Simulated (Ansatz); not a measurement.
AlH8NSi2. Charge 0, multiplicity 1. The bonds changed during the relaxation, so this is another structure than the one it started from.

| atom | x (Å) | y (Å) | z (Å) |
| --- | --- | --- | --- |
| N1 | 0.059 | -0.933 | -0.928 |
| Si2 | -0.260 | 0.877 | -1.029 |
| Si3 | -0.415 | 1.171 | 1.282 |
| Al4 | 0.598 | -1.094 | 1.056 |
| H5 | 0.756 | -1.272 | -1.584 |
| H6 | -0.779 | -1.485 | -1.083 |
| H7 | 0.985 | 1.400 | -1.653 |
| H8 | -1.376 | 1.057 | -2.001 |
| H9 | -1.851 | 1.332 | 1.651 |
| H10 | 0.315 | 2.407 | 1.681 |
| H11 | 2.193 | -1.111 | 1.013 |
| H12 | -0.226 | -2.350 | 1.593 |

(1) Give the diagnostics of a CCSD(T)/def2-TZVPP run (frozen core, Ansatz). (Best estimate.)

## Answers

(1) Ansatz gave: T1 = 0.0127, largest single amplitude 0.020, largest double 0.028, (T) share of the correlation energy 3.6 %, 9 CCSD cycles. The RHF solution is stable towards an unrestricted one. T1 lies under the customary mark of 0.02 for closed shells.
